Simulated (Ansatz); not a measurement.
Ansatz (a quantum-chemistry and plane-wave program) input (CCSD(T)/def2-SVPD):

Ansatz 0.2 input:
```yaml
crystal:
  periodic: [false, false, false]
  atoms:
    - {symbol: Cd, position_ang: [-0.00000000, -0.00000000, -0.59277623]}
    - {symbol: Cl, position_ang: [0.00000000, 0.00000000, 1.67372111]}
basis:
  gaussian:
    orbitals: def2-SVPD
total_charge: 1
magnetization: {spin_polarized: false}
correlation: {method: ccsd_t, electrons: outside_noble_gas}
output: {forces: true}
```

Output:

```
Functional definition: HF
integrals: 0.03 GiB planned
579 factors; integrals over basis functions are off by at most 6.2e-4 eV
mean field: 0.14 GiB planned
mean field evaluation 1: about -17028.4857 eV, gradient 3.8e1 eV
mean field evaluation 2: about -17028.6194 eV, gradient 3.7e1 eV
mean field evaluation 4: about -17032.5349 eV, gradient 1.8e0 eV
mean field evaluation 8: about -17032.5824 eV, gradient 1.4e-1 eV
mean field evaluation 16: about -17028.4858 eV, gradient 3.8e1 eV
mean field -17032.58259609 eV, -625.9358653071 hartree, gradient 1.6e-6 eV, S^2 0.000000; 0 other end points of the search recorded, 0 dependent functions left out
9 core orbitals not correlated
reference -17032.58259609 eV, -625.9358653071 hartree; 9, 9 occupied and 43, 43 virtual orbitals, 579 factors
densities: 0.14 GiB planned
second order -10.81335325 eV of doubles, -0.00000000 eV of singles
coupled cluster: 0.11 GiB planned
cycle   1  -10.70664765 eV  change    1.1e-1 eV  update   8.2e-2
cycle   2  -10.86886349 eV  change   -1.6e-1 eV  update   2.7e-2
cycle   3  -10.93190126 eV  change   -6.3e-2 eV  update   2.3e-2
cycle   4  -10.92393494 eV  change    8.0e-3 eV  update   8.1e-3
cycle   5  -10.91881632 eV  change    5.1e-3 eV  update   3.1e-3
cycle   6  -10.92092222 eV  change   -2.1e-3 eV  update   1.1e-3
cycle   7  -10.92138490 eV  change   -4.6e-4 eV  update   4.6e-4
cycle   8  -10.92125083 eV  change    1.3e-4 eV  update   1.5e-4
cycle   9  -10.92128624 eV  change   -3.5e-5 eV  update   4.0e-5
cycle  10  -10.92129078 eV  change   -4.5e-6 eV  update   1.2e-5
cycle  11  -10.92128582 eV  change    5.0e-6 eV  update   3.4e-6
perturbative correction -0.25478196 eV, -0.0093630643 hartree
the calculation of the forces begins
Total energy: -17043.75866386 eV, -626.3465782224 hartree
Atom 0 at    -0.000000    -0.000000    -0.592776 Å, force     0.000000    -0.000000    -0.448752 eV/Å
Atom 1 at     0.000000     0.000000     1.673721 Å, force     0.000000     0.000000     0.448752 eV/Å
Dipole moment:     0.000000     0.000000    -1.183765 e Å
```
